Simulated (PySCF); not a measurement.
# Two-photon absorption: SMILES C=C(F)/C(F)=C/[SiH3], C4H6F2Si

Geometry (Å), atoms numbered from 1 in this order:
```xyz
13

C     2.743    0.325    0.428
C     1.685   -0.197   -0.193
F     1.829   -1.069   -1.190
C     0.285    0.098    0.117
F     0.156    0.969    1.121
C    -0.787   -0.414   -0.497
Si   -2.553    0.002   -0.050
H     3.753    0.046    0.126
H     2.595    1.032    1.242
H    -0.569   -1.120   -1.303
H    -2.682    1.437    0.335
H    -3.420   -0.277   -1.233
H    -3.024   -0.844    1.090
```

Theory: PySCF, TDDFT CAM-B3LYP/def2-TZVPD excited states, vertical, gas phase. Geometry: PBE0-D3(BJ)/def2-SVP.

(1) How strongly do the lowest singlets absorb one photon, and two photons of half the energy?

Results:

(1) δ for parallel linear polarisation; σ at the peak of a Lorentzian of half width 0.1 eV, single beam; Ω is circular over linear.
```csv
state,E (eV),f,photon λ (nm),δ (au),σ (GM),Ω,main
S1,5.48,0.756,453,2.27,0.03,0.83,HOMO→LUMO 0.98
S2,6.54,0.002,379,89.2,1.40,1.50,HOMO→LUMO+1 0.88
S3,6.80,0.003,365,1280,21.71,0.75,HOMO−1→LUMO 0.95
S4,6.96,0.006,356,3.99,0.07,1.16,HOMO−3→LUMO 0.82
S5,7.27,0.014,341,75.7,1.47,1.48,"HOMO→LUMO+2 0.39, HOMO→LUMO+3 0.31"
S6,7.32,0.015,339,6.26,0.12,1.25,"HOMO→LUMO+3 0.55, HOMO→LUMO+2 0.17"
```

Among these, the strongest one-photon state is S1, the strongest two-photon state S3, with a dipole change of 0.8 D (relaxed, norm of the difference vector).
